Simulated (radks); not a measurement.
The numbers below are computed, except where a source is named.
Task: The argon ion Ar+, configuration [Ne] 3s2 3p5. Level of theory: scalar-relativistic Kohn-Sham, Slater X-alpha with alpha = 1.02, spin-polarised, spherical densities, point nucleus; open shells are filled with parallel spins first (a radial shooting solver on a logarithmic mesh with Libxc functionals). Some entries of the table are withheld. Estimate them.

| orbital | occ. | eigenvalue (eV) | <1/r> (bohr^-1) | r(max) (bohr) |
|---|---|---|---|---|
| 1s up | 1 | -3196.715 | 17.77 | 0.05585 |
| 1s down | 1 | -3196.305 | 17.77 | 0.05585 |
| 2s up | 1 | -328.9068 | 3.608 | 0.3347 |
| 2s down | 1 | -328.4539 | 3.609 | 0.3347 |
| 2p up | 3 | -263.4428 | 3.524 | (1) |
| 2p down | 3 | -262.8899 | 3.524 | (2) |
| 3s up | 1 | -42.7133 | 1.052 | 1.134 |
| 3s down | 1 | -40.6081 | 1.047 | 1.135 |
| 3p up | 3 | -27.5896 | 0.9321 | 1.210 |
| 3p down | 2 | -25.6163 | 0.9215 | 1.215 |

Result: 
(1) 2p up r(max) (bohr): 0.2757
(2) 2p down r(max) (bohr): 0.2759
